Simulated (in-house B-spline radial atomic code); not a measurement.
## Al+: [Ne] 3s2

Method: Dirac-Kohn-Sham LC-wPBE, spherical fractional occupations, exact exchange averaged over the configuration, Fermi nucleus of rms radius 3.061 fm. Calculated with a radial B-spline atomic code at the basis-set limit.

Z_r = [3n² - l(l+1)]/(2<r>); Z_e = n√(-2ε); the last column is Slater's effective charge. Values are occupation-weighted means over j.

```json
{"shell": "1s", "electrons": "2", "ε (eV)": "-1525.8", "<r> (bohr)": "0.1202", "Z_r": "12.48", "Z_e": "10.59", "Slater": "12.70"}
{"shell": "2s", "electrons": "2", "ε (eV)": "-122.69", "<r> (bohr)": "0.6256", "Z_r": "9.59", "Z_e": "6.01", "Slater": "8.85"}
{"shell": "2p", "electrons": "6", "ε (eV)": "-83.888", "<r> (bohr)": "0.6029", "Z_r": "8.29", "Z_e": "4.97", "Slater": "8.85"}
{"shell": "3s", "electrons": "2", "ε (eV)": "-18.344", "<r> (bohr)": "2.379", "Z_r": "5.67", "Z_e": "3.48", "Slater": "3.85"}
```

The least bound orbital is 3s1/2 at -18.34 eV, and it is also the most diffuse (<r> = 2.379 bohr).

Spin-orbit splittings of the orbital energies (j = l + 1/2 above j = l - 1/2 when positive): 2p 0.4436 eV.

For the 1s electron the small component carries 0.211 % of the norm, the zero-frequency Breit interaction raises the level by 0.8827 eV, self-energy by 0.3694 eV, and vacuum polarisation lowers it by 0.02217 eV.
